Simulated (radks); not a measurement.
Values are calculated unless marked as measured or tabulated.
The niobium ion Nb39+, [He]. Code: a radial shooting solver on a logarithmic mesh with Libxc functionals. Model: non-relativistic Kohn-Sham, exchange-only B88, spin-polarised, spherical densities, point nucleus. Every spin shell is full or empty, so the densities are truly spherical. Functionals are evaluated on that one density, not self-consistently. Rank these orbital-free kinetic functionals by their error against the exact value of the orbitals, and give that value: Thomas-Fermi, von Weizsacker, TF + vW, TF + vW/9, TF + vW/5, APBEK, revAPBEK, Perdew 92, Pearson, LKT, PG1, DePristo-Kress, Ernzerhof.

Answer. Exact: 1655.27 hartree. From best to worst, with 100 (|E| - |E exact|)/|E exact| (equal figures are ties): von Weizsacker 0.00, APBEK +2.13, Pearson -2.28, TF + vW/9 +2.80, Perdew 92 +2.83, DePristo-Kress +3.00, revAPBEK +3.03, Ernzerhof +6.76, Thomas-Fermi -8.31, TF + vW/5 +11.69, PG1 +55.36, LKT +62.68, TF + vW +91.69.
